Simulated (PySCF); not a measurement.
**Two-component Hartree-Fock for P¹⁰⁺ (phosphorus, charge +10)**

Start: [He] 2s2 2p1; 2p3/2 filled at m_j = +3/2. Calculated with PySCF 2.14 in an even-tempered Gaussian basis (18 s from 1.4 bohr⁻², ratio 2.4; 11 p from 1.9 bohr⁻², ratio 2.4; 5 d from 7.1 bohr⁻², ratio 2.6; 5 f from 11 bohr⁻², ratio 2.6): generalised Hartree-Fock with the X2C-1e Hamiltonian and a Gaussian nucleus; one run each with spin-orbit coupling (SO) screened by Boettger's factors, then bare. This is a chosen level, not necessarily the ground level.

```json
{"spinor shell": "1s1/2", "electrons": "2", "ε, screened SO (eV)": "-2591.9", "ε, bare SO (eV)": "-2591.9", "weight of nominal j (bare SO)": "1.000", "rms radius, bare SO (bohr)": "0.119"}
{"spinor shell": "2s1/2", "electrons": "2", "ε, screened SO (eV)": "-504.60", "ε, bare SO (eV)": "-504.61", "weight of nominal j (bare SO)": "1.000", "rms radius, bare SO (bohr)": "0.492"}
{"spinor shell": "2p3/2", "electrons": "1", "ε, screened SO (eV)": "-479.57", "ε, bare SO (eV)": "-479.51", "weight of nominal j (bare SO)": "1.000", "rms radius, bare SO (bohr)": "0.436"}
```

```csv
quantity,screened SO,bare SO
E (hartree),-276.85604,-276.85363
M_J,3/2,3/2
⟨J²⟩,3.751,3.751
⟨L²⟩,2.000,2.000
⟨S²⟩,0.750,0.750
```

Each row is a mean over spinors that exchange with the open shell spreads, by up to 11.237 eV (2s1/2).
